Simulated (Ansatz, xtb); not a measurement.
**A geometry optimisation of C2H4AlN with r2SCAN-D4/def2-SVP**

The starting geometry of this gas-phase triplet was built from a drawn formula by distance geometry and a force field; its bonds are those of `[H]/N=C/[CH2][Al]`.

| atom | x (Å) | y (Å) | z (Å) |
| --- | --- | --- | --- |
| C | -1.0720 | 0.2980 | 0.8998 |
| C | 0.2304 | 0.9735 | 1.1276 |
| Al | 0.5531 | 2.4523 | -0.1374 |
| N | -2.1579 | 0.8755 | 1.1924 |
| H | -3.0641 | 0.4011 | 0.9923 |
| H | -1.0879 | -0.6749 | 0.4582 |
| H | 1.0805 | 0.2414 | 0.9858 |
| H | 0.2639 | 1.3963 | 2.1664 |

Task: Where would you expect an optimisation with r2SCAN-D4/def2-SVP to take it?

Result: New bonds form, giving a structure given below by its coordinates. Distances that change by over a tenth: C1–N4 (1.26 → 1.40 Å). Contacts that close: C1–Al3 (2.89 → 2.06 Å), Al3–N4 (3.41 → 1.92 Å).

The energy falls by 1.07 eV over 16 steps:

```json
{"step": "1", "E − E(last) (eV)": "1.072"}
{"step": "3", "E − E(last) (eV)": "0.867"}
{"step": "4", "E − E(last) (eV)": "0.836"}
{"step": "6", "E − E(last) (eV)": "0.768"}
{"step": "8", "E − E(last) (eV)": "0.404"}
{"step": "9", "E − E(last) (eV)": "0.196"}
{"step": "11", "E − E(last) (eV)": "0.016"}
{"step": "13", "E − E(last) (eV)": "0.001"}
{"step": "14", "E − E(last) (eV)": "0.000"}
{"step": "16", "E − E(last) (eV)": "0.000"}
```

Final geometry (Å):

```yaml
atoms:
  - { symbol: C, position_ang: [-0.9081, 0.2627, 0.8357] }
  - { symbol: C, position_ang: [0.3822, 0.8832, 1.2917] }
  - { symbol: Al, position_ang: [-0.5552, 2.1286, 0.0384] }
  - { symbol: N, position_ang: [-1.9594, 1.1754, 0.9267] }
  - { symbol: H, position_ang: [-2.8504, 0.8309, 0.5708] }
  - { symbol: H, position_ang: [-1.0757, -0.8134, 0.6885] }
  - { symbol: H, position_ang: [1.2921, 0.3640, 0.9635] }
  - { symbol: H, position_ang: [0.4206, 1.1317, 2.3699] }
```

From the same start GFN2-xTB reaches the same bonding as this run.

The end wasn't checked by frequencies. Open shells are spin-unrestricted. The triplet needn't be the ground state. Run with Ansatz 0.2.0, 80 s on 2 threads of Arm Neoverse V2, on a shared host.
